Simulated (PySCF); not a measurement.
Ge(H)3(Et) (C₂H₈Ge), SMILES [CH2](C)[GeH3].

Geometry optimised at B3LYP-D3(BJ)/def2-SVP.

Level of theory: TDDFT-LC-ωPBE/def2-SVPD (PySCF 2.14.0).

Vertical excitations. Isolated molecule, no solvent. State labels are in the subgroup Cs.

```tsv
state	symmetry	energy (eV)	λ (nm)	f	main pairs
S1	A'	8.33	149	0.013	HOMO→LUMO 66 %, HOMO→LUMO+1 28 %
S2	A'	8.95	139	0.029	HOMO→LUMO+2 28 %, HOMO→LUMO+1 18 %, HOMO→LUMO+4 16 %, HOMO−2→LUMO+1 7 %
S3	A"	9.01	138	0.050	HOMO−1→LUMO 41 %, HOMO−1→LUMO+1 21 %, HOMO→LUMO+3 13 %, HOMO−1→LUMO+5 9 %
S4	A'	9.15	136	0.129	HOMO−2→LUMO 59 %
S5	A"	9.22	134	0.103	HOMO−1→LUMO 38 %, HOMO→LUMO+3 37 %, HOMO−1→LUMO+1 10 %
S6	A'	9.22	134	0.393	HOMO→LUMO+1 32 %, HOMO→LUMO+2 19 %, HOMO→LUMO 19 %, HOMO−2→LUMO 7 %
S7	A"	9.34	133	0.053	HOMO−1→LUMO+1 41 %, HOMO→LUMO+3 35 %, HOMO−1→LUMO+4 6 %
S8	A'	9.38	132	0.105	HOMO−2→LUMO+1 52 %, HOMO−2→LUMO 15 %
S9	A"	9.49	131	0.007	HOMO−2→LUMO+3 41 %, HOMO−1→LUMO+4 27 %, HOMO−1→LUMO+2 18 %
S10	A'	9.72	128	0.084	HOMO→LUMO+4 62 %, HOMO→LUMO+2 26 %
T1	A'	7.80	159	0	HOMO→LUMO+1 59 %, HOMO→LUMO 19 %
T2	A"	8.12	153	0	HOMO−1→LUMO 45 %, HOMO−1→LUMO+5 11 %, HOMO−1→LUMO+2 7 %
T3	A'	8.16	152	0	HOMO−2→LUMO 44 %, HOMO−2→LUMO+4 10 %, HOMO−1→LUMO+3 7 %
T4	A'	8.21	151	0	HOMO→LUMO 56 %, HOMO→LUMO+1 9 %
```
Triplets are in the Tamm–Dancoff approximation, which puts them higher than full response would, so one can lie above its singlet here.
